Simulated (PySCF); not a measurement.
Ligand exchange on a metal centre used in film growth or etching (Sc Cl-F). All species are isolated molecules in the gas phase.

Computed with PBE-D3(BJ)/def2-TZVP // PBE-D3(BJ)/def2-SVP (PySCF). All candidates: neutral, multiplicity 1. 

```
Property          Value
-------------  --------
HOMO–LUMO gap   5.70 eV
HOMO           -9.18 eV
dipole moment    0.00 D
```

Problem. Say which member has these values.
A. [Sc(F)3]
B. [Sc(Cl)(F)2]
C. [Sc(Cl)3]
D. [Sc(Cl)2(F)]

Solution. A, [Sc(F)3]. The others give [Sc(Cl)2(F)]: 3.88 eV, -7.89 eV, 0.41 D; [Sc(Cl)(F)2]: 4.05 eV, -7.82 eV, 0.59 D; [Sc(Cl)3]: 3.69 eV, -7.88 eV, 0.06 D
